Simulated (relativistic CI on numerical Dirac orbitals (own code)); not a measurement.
Sensitivity of the levels of Er20+ to α and to the nuclear radius

Calculated at this level of theory: Dirac-Coulomb-Breit CI, orbitals from a KLI potential per configuration, derivatives by finite differences, unscaled Slater integrals, QED left out (own radial code, finite nucleus).

Configurations in the expansion (outside the closed core [Kr]): 4d10 4f2, 4d10 4f 5s, 4d10 5s2, 4d10 4f 5p, 4d9 4f3, 4d10 5s 5p, 4d10 5p2, 4d10 5s 5d. Levels of other configurations are missing.

With x = (α/α₀)² − 1 an excitation energy changes as ω = ω₀ + qx; K = 2q/ω₀ is the relative enhancement. Terms are leading LS components, so labels can repeat. The field-shift factor is F = δν/δ⟨r²⟩ for the transition from the lowest level.

Lowest level 4d10 4f2 3H_4.

```
           Level  ω₀ (cm⁻¹)  q (cm⁻¹)       K  F (GHz/fm²)
   4d10 4f2 3H_5      12318     12440    2.02        0.447
   4d10 4f2 3F_2      15476      2766   0.357        0.187
   4d10 4f2 1G_4      23561     11650   0.989        0.503
   4d10 4f2 3H_6      23825     22370    1.88        0.818
   4d10 4f2 3F_3      24113     12560    1.04        0.532
   4d10 4f2 3F_4      38901     25590    1.32         1.01
   4d10 4f2 1D_2      53951     11610    0.43        0.724
   4d10 4f2 3P_0      62049      5857   0.189        0.615
   4d10 4f2 1I_6      64452     14690   0.456        0.891
   4d10 4f2 3P_1      66714     12360   0.371         0.83
   4d10 4f2 3P_2      74750     22470   0.601         1.18
   4d10 4f2 1S_0     139754     17690   0.253         1.71
4d10 4f 5s 3F°_2     441248   -246300   -1.12          297
4d10 4f 5s 3F°_3     443836   -245200    -1.1          297
4d10 4f 5s 3F°_4     455979   -232600   -1.02          298
4d10 4f 5s 1F°_3     462093   -232000      -1          296
 4d10 4f 5p 3G_3     714579   -214700  -0.601         25.7
 4d10 4f 5p 3F_2     720056   -211700  -0.588         25.5
 4d10 4f 5p 3D_3     731470   -199300  -0.545         26.1
 4d10 4f 5p 3G_4     734283   -199300  -0.543         26.1
 4d10 4f 5p 3F_3     828818    -74640   -0.18         13.4
 4d10 4f 5p 3D_2     838992    -75830  -0.181         13.5
 4d10 4f 5p 3G_4     839158    -69330  -0.165         13.6
```

At this charge transitions that keep the count of f electrons are usually good to a few per cent. Terms inside the open d or f shell come out 10 to 20 % too wide with unscaled integrals. Levels that differ in their count of f electrons can be misplaced by several ten thousand cm⁻¹, since the correlation energy of f electrons is missing or only estimated; rates across such gaps can be off by orders of magnitude.
